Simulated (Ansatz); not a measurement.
`C[N]=[Mo]([OH])([F])([F])[Cl]`. The species carries charge 0 and has multiplicity 1. Mo takes the def2 core potential.

Cartesian coordinates in Å:
```
C -1.8218 0.5241 -0.0693
N -0.4994 0.0730 -0.2201
Mo 1.0485 -0.6111 0.0797
O 2.1234 0.6371 -0.7450
F 0.7336 -2.1689 -0.8478
F 2.5808 -1.5183 0.7499
Cl 0.6568 -0.2459 2.3074
H -2.5272 -0.2101 -0.4720
H -2.0268 0.6675 0.9995
H -1.9669 1.4771 -0.5884
H 1.6989 1.3753 -1.1939
```

Task: List the harmonic frequencies (cm⁻¹, unscaled) at PBE0-D4/def2-TZVP in Ansatz. (Estimate.)

Result: Computed: 53, 72, 126, 129, 178, 235, 253, 291, 393, 451, 458, 530, 610, 671, 695, 755, 826, 1092, 1108, 1368, 1412, 1446, 1455, 3011, 3086, 3101, 3865.

Task: Is this a minimum?

Result: Yes, all 27 modes are real.

Task: Give the ideal-gas thermochemistry at 298.15 K and 1 bar (rigid rotor, harmonic oscillator; point group C1, symmetry number 1).

Result: Zero-point energy 165.5 kJ/mol; H(298) − E = 192.9 kJ/mol; entropy 410.8 J/(mol·K), of which translation 175.9, rotation 122.0, vibration 112.9; G(298) − E = 70.5 kJ/mol. Modes under 100 cm⁻¹ are hindered rotations or soft bends, so the harmonic entropy is rough.

Task: And at 400, 500, 600, 800 and 1000 K?

Result: 
```tsv
T (K)	H − E (kJ/mol)	S (J/mol/K)	G − E (kJ/mol)
400	208.2	454.6	26.3
500	224.9	491.9	-21.0
600	242.9	524.7	-71.9
800	281.9	580.6	-182.6
1000	323.5	627.0	-303.5
```
